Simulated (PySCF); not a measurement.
SMILES B1[N]BNBN1, doublet, PBE0/def2-SVP optimised geometry.

```
11

B      1.35    -0.09     0.00
N      0.54     1.05     0.00
B     -0.84     1.24     0.00
N     -1.54    -0.02     0.00
B     -0.87    -1.28     0.00
N      0.56    -1.29     0.00
H      2.56    -0.09     0.00
H     -1.40     2.31     0.00
H     -2.56     0.00     0.00
H     -1.50    -2.31     0.00
H      1.04    -2.18     0.00
```

Density from PySCF 2.14.0 with unrestricted PBE0/def2-TZVP at that geometry.

Minimum of the electron density along straight lines between bonded atoms, close to the bond critical point (lines longer than 1.1 times the sum of covalent radii, or with two minima, are not listed):

```
bond    length / Å  ρ at the minimum / e bohr⁻³  ∇²ρ there / e bohr⁻⁵  position (fraction from the first atom)
------  ----------  ---------------------------  --------------------  ---------------------------------------
B1–N2        1.400                        0.209                  0.61                                     0.33
N2–B3        1.400                        0.209                  0.61                                     0.67
B3–N4        1.440                        0.196                  0.45                                     0.33
N4–B5        1.430                        0.201                  0.47                                     0.67
B1–N6        1.440                        0.196                  0.44                                     0.33
B5–N6        1.430                        0.201                  0.47                                     0.33
B1–H7        1.207                        0.181                 -0.38                                     0.44
B3–H8        1.207                        0.181                 -0.38                                     0.44
N4–H9        1.013                        0.337                 -1.69                                     0.74
B5–H10       1.209                        0.179                     …                                     0.43
N6–H11       1.013                        0.337                 -1.69                                     0.74
```

Question: Fill in the missing entries.

Answer: 
- B5–H10, ∇²ρ there / e bohr⁻⁵: -0.35
